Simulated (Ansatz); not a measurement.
Isolated molecules relaxed with PBE0-D4/def2-TZVP in Ansatz; ΔE leaves out vibrations. CCSD(T)/CBS adds triple-zeta CCSD(T) − MP2 to the extrapolated MP2 energy (def2 sets, frozen cores). Double bonds are as drawn, so ΔE can hold a change between cis and trans. Functionals use def2-TZVPP. One conformer a species, not always the lowest.

Reaction (formal exchange of groups at the Si–C bond): `C[SiH2]SS` + `N/C=C\N` → `N[SiH2]SS` + `C/C=C/N`

`C[SiH2]SS`:

```xyz
10

C     0.661   -0.230    1.292
Si   -0.688    0.527    0.258
S     0.034    1.196   -1.655
S     0.684   -0.624   -2.380
H     1.449    0.498    1.493
H     0.254   -0.576    2.246
H     1.100   -1.086    0.775
H    -1.792   -0.442    0.032
H    -1.232    1.763    0.885
H    -0.469   -1.026   -2.946
```

`N/C=C\N`:

Cartesian coordinates in Å:
```
N -0.750 -1.291 0.283
C -0.115 -0.556 -0.730
C 0.473 0.617 -0.498
N 0.443 1.236 0.762
H -1.340 -2.027 -0.071
H -1.285 -0.701 0.908
H -0.070 -1.005 -1.713
H 0.953 1.157 -1.304
H 1.103 1.993 0.847
H 0.587 0.577 1.517
```

`N[SiH2]SS`:

Cartesian coordinates in Å:
```
N 0.339 0.715 -1.195
Si 0.270 -0.833 -0.480
S -1.144 -1.098 1.127
S -0.310 0.276 2.423
H -0.439 1.078 -1.722
H 0.852 1.451 -0.738
H 1.618 -1.126 0.056
H -0.186 -1.822 -1.490
H -0.999 1.360 2.019
```

`C/C=C/N`:

Cartesian coordinates in Å:
```
C -0.296 1.476 0.823
C 0.151 0.476 -0.189
C 0.017 -0.841 -0.041
N 0.504 -1.824 -0.892
H -1.012 2.189 0.401
H -0.778 0.986 1.673
H 0.541 2.065 1.213
H 0.631 0.858 -1.089
H -0.459 -1.235 0.854
H 0.763 -1.495 -1.809
H -0.063 -2.655 -0.945
```

```csv
species,ωB97X-V energy (Eh)
`C[SiH2]SS`,-1127.50317
`N/C=C\N`,-189.31921
`N[SiH2]SS`,-1143.57169
`C/C=C/N`,-173.27692
```

(1) Work out ΔE.

Largest T1 diagnostic among the species: 0.012.

Results:

(1) ΔE = (-1143.57169) + (-173.27692) − (-1127.50317) − (-189.31921) = -0.02623 Eh = -68.9 kJ/mol. CCSD(T)/CBS gives -72.3 kJ/mol.

In def2-TZVPP, CCSD(T) changes the Hartree–Fock value by +11.3 kJ/mol (the triples alone add +1.8 kJ/mol) and MP2 by +8.8 kJ/mol. At CCSD(T), def2-SVP lies +5.4 kJ/mol from the extrapolated value and def2-TZVPP +0.3 kJ/mol. From PBE to PBE0 (25 % exact exchange), in def2-TZVPP and without D4, ΔE moves by −3.7 kJ/mol.
